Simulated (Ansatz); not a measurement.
Calculated with Ansatz (gas phase, PBE0-D4/def2-TZVP geometries, no zero-point term in ΔE). CBS: MP2 limit from def2 TZ/QZ plus the TZ coupled-cluster correction, frozen cores. This one scheme is used for every species. For Br outer-core shells are correlated without core-valence functions, which leaves a few kJ/mol of doubt a bond. Scalar relativity is left out up to krypton. Each species was taken in one conformer, which may not be the lowest.

Consider the ligand exchange at a B–C bond: `CB/C=C/Br` + `[SiH3]N[SiH3]` → `CBN([SiH3])[SiH3]` + `C=CBr`.

```
            species  SCS-MP2/def2-QZVPP energy (Eh)
        `CB/C=C/Br`                     -2715.45972
    `[SiH3]N[SiH3]`                      -637.03289
`CBN([SiH3])[SiH3]`                      -701.68914
            `C=CBr`                     -2650.83620
```

Q: Work out ΔE.

A: ΔE = (-701.68914) + (-2650.83620) − (-2715.45972) − (-637.03289) = -0.03273 Eh = -85.9 kJ/mol. CCSD(T)/CBS gives -87.9 kJ/mol.

Largest T1 diagnostic among the species: 0.012.

In def2-TZVPP, CCSD(T) changes the Hartree–Fock value by −9.7 kJ/mol (the triples alone add −1.0 kJ/mol) and MP2 by −8.0 kJ/mol. The D4 term adds −6.8 kJ/mol with B3LYP and −3.7 kJ/mol with PBE0; it sums over pairs of atoms, weighted by their polarisabilities, and B3LYP, whose exchange is more repulsive, gets the larger term.

B3LYP here is the variant with VWN-RPA as its local correlation; programs differ in this.
